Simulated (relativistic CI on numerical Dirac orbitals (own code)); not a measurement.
# How well does a small relativistic CI reproduce Sb?

Method of calculation: Dirac-Coulomb-Breit CI, orbitals from a KLI potential per configuration, model QED, valence Slater integrals scaled by 0.85, P86 correlation energy added to each configuration (own radial code, finite nucleus).

Configurations in the expansion (outside the closed core [Kr] 4d10): 5s2 5p3, 5s2 5p2 6s, 5s2 5p2 5d, 5s 5p4, 5s2 5p2 7s, 5s2 5p2 6p, 5s2 5p2 7p, 5s2 5p2 6d, 5s2 5p 5d2, 5s2 5p2 4f, 5s2 5p2 7d, 5s2 5p2 5f, 5s2 5p2 5g, 5s2 5p2 6f, 5s2 5p2 7f, 5p5. Levels of other configurations are missing.

```
Configuration  Term (tabulated)    J  Measured (cm⁻¹)  Computed  Error  Purity (%)
      5s2 5p3               4S°  3/2              0.0         0      0          95
      5s2 5p3               2D°  3/2           8512.1      9759   1247          79
      5s2 5p3               2D°  5/2           9854.0     11447   1593         100
      5s2 5p3               2P°  1/2          16395.4     15605   -790          98
      5s2 5p3               2P°  3/2          18464.2     17897   -568          75
   5s2 5p2 6s                4P  1/2          43249.3     45150   1901          82
   5s2 5p2 6s                4P  3/2          45945.3     47765   1820          92
   5s2 5p2 6s                2P  1/2          46991.1     49050   2059          82
   5s2 5p2 6s                4P  5/2          48332.4     50297   1965          86
   5s2 5p2 6s                2P  3/2          49391.1     51655   2264          71
   5s2 5p2 5d                4F  5/2          55120.9     56856   1735          60
   5s2 5p2 6s                2D  5/2          55728.3     58591   2863          81
   5s2 5p2 5d                4F  7/2          56528.1     58402   1873          68
   5s2 5p2 5d                2F  5/2          57287.1     59417   2130          56
   5s2 5p2 5d                2F  7/2          61125.7     63234   2109          66
```

Measured levels from NIST Handbook of Basic Atomic Spectroscopic Data (Sansonetti and Martin, J. Phys. Chem. Ref. Data 34, 1559 (2005)); pairs were made by configuration, J and term (by order where the table uses no LS term), so strongly mixed levels may be paired wrongly.

Mean error by configuration (cm⁻¹): 5s2 5p3 370; 5s2 5p2 6s 2145; 5s2 5p2 5d 1962. Over the excited levels the mean absolute error is 1780 cm⁻¹ (14 of the 20 excited levels that our extract of the source holds in range could be paired, and the others can miss by more), and the median relative error of those above 1,000 cm⁻¹ is 4.2 %.

Transition probabilities of persistent lines. The last column rescales the computed rate by the cube of measured over computed energy:

```tsv
λ measured (Å)	Lower	Upper	A tabulated (s⁻¹)	A computed	A rescaled
2068.34 air	5s2 5p3 4S°_3/2	5s2 5p2 6s 4P_5/2	1.81e+08	2.11e+08	1.87e+08
2175.82 air	5s2 5p3 4S°_3/2	5s2 5p2 6s 4P_3/2	1.75e+08	1.89e+08	1.68e+08
2179.19 air	5s2 5p3 2D°_5/2	5s2 5p2 6s 2D_5/2	2.39e+08	2.17e+08	2.00e+08
2311.46 air	5s2 5p3 4S°_3/2	5s2 5p2 6s 4P_1/2	1.69e+08	1.86e+08	1.63e+08
2528.51 air	5s2 5p3 2D°_5/2	5s2 5p2 6s 2P_3/2	1.77e+08	2.48e+08	2.36e+08
2598.05 air	5s2 5p3 2D°_3/2	5s2 5p2 6s 2P_1/2	2.10e+07	3.13e+08	2.94e+08
2877.91 air	5s2 5p3 2D°_3/2	5s2 5p2 6s 4P_1/2	4.24e+07	3.85e+07	3.64e+07
3232.49 air	5s2 5p3 2P°_3/2	5s2 5p2 6s 2P_3/2	3.07e+07	3.83e+07	2.95e+07
3267.49 air	5s2 5p3 2P°_1/2	5s2 5p2 6s 2P_1/2	4.95e+07	5.14e+07	3.93e+07
```
